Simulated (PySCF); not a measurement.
Computed shifts of a molecule C2H6BFO2, PySCF with PBE/pcSseg-1, GIAO, gas phase, atoms alike by connectivity averaged where their shifts nearly agree, in ppm (number of nuclei): ¹⁹F: -169.9 (1). ¹³C: 56.8 (2). ¹H: 4.15 (3), 3.92 (3). References: ¹¹B against BF3 (σ = 83.9 ppm); ¹⁹F against CFCl3 (σ = 133.6 ppm); ¹⁷O against H2O (σ = 334.3 ppm); ¹³C against TMS (σ = 182.0 ppm); ¹H against TMS (σ = 31.49 ppm), references at their B3LYP-D3(BJ)/def2-TZVP geometries, non-relativistic. Geometry: ωB97X-D3(BJ)/def2-SVP. Other conformers were not sampled.

### Question
Which molecule gave these data?
A) OCB(O)CF
B) COCB(O)F
C) CCOB(O)F
D) COB(F)OC

### Answer
D, COB(F)OC
